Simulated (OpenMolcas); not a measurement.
**Mn⁵⁺: effect of the IPEA shift**

```yaml
Program: OpenMolcas
Basis: ANO-RCC-VTZP [6s5p3d2f1g]
Scalar_Hamiltonian: DKH2, point nucleus
Active_space: 2 electrons in 5 orbitals (3d)
State_averaging: 2S+1 = 3 even, 10 roots; 2S+1 = 1 even, 15 roots
Spin-orbit_coupling: RASSI with atomic mean-field integrals over the reference wave functions, term energies averaged over their components
```

Methods on the same reference wave functions:
A. CASSCF
B. SS-CASPT2, IPEA 0 Eh, imaginary shift 0.1 Eh (closed shells correlated: 3s 3p)
C. SS-CASPT2, IPEA 0.25 Eh, imaginary shift 0.1 Eh (closed shells correlated: 3s 3p)

Energies in eV above 3d² ³F₂, the measured ground level; measured values from Corliss and Sugar, J. Phys. Chem. Ref. Data 6, 1253 (1977).

```tsv
Level	A	B	C	Measured
3d² ³F₂	0.0000	0.0000	0.0000	0.0000
3d² ³F₃	0.0931	0.0939	0.0939	0.0925
3d² ³F₄	0.2113	0.2121	0.2120	0.2069
3d² ¹D₂	2.3352	1.887	1.894	1.9014
3d² ³P₀	2.7138	2.264	2.302	2.2047
3d² ³P₁	2.7472	2.297	2.335	2.2388
3d² ³P₂	2.8223	2.373	2.410	2.3096
3d² ¹G₄	3.5733	3.230	3.231	3.1630
3d² ¹S₀	8.6394	7.543	7.545
```

Deviations, from unrounded energies. A percentage is the sum of absolute deviations over the sum of measured energies, with the sign that they share, or ± where signs differ.

```csv
Against measurement,Levels,A,B,C
mean absolute deviation (cm-1),7,2700,310,430
fine structure of the ground term (%),2,+1.7,+2.2,+2.2
other terms of the ground configuration (%),5,+20.1,±2.2,±3.1
```

B lies closest to measurement on these levels and A furthest from it. The largest miss of B in the table is 3d² ¹G₄, by +540 cm-1. The ranking rests on the paired levels alone, and a cruder setting can come out closer through cancelling errors.

Between B and C the level of the table that moves most is 3d² ³P₁, by 310 cm-1 (lowest in B, highest in C). Moves below CASPT2's spread within the term are not significant.

The mean deviations of B to C differ by less than CASPT2's widest spread within a term (960 cm-1), so their order carries little weight.

From A to B the spin-free energies of the other terms of 3d² shown, above ³F, scale by factors of 0.80 to 0.90, as is usual when dynamic correlation screens the repulsion within a d or f shell.

The lowest spin-free term lies below A's lowest term by 0.297 hartree in B, 0.293 hartree in C.

Term energies are means over components that CASPT2 splits; among the terms shown or strongly mixed into the levels shown the widest spread is 960 cm-1 (3d² ¹G, B). Without dynamic correlation excited terms often stand tens of per cent too high (terms of higher spin than the ground term too low), and those without a measured partner can miss by more than the paired ones (holds for A). Computed and measured levels are paired by configuration, term and J; levels that our copy of the source lacks, or whose pairing is in doubt (as where it misses far off the trend of its configuration), stay unpaired and out of the deviations. Levels of configurations outside the active space are missing.
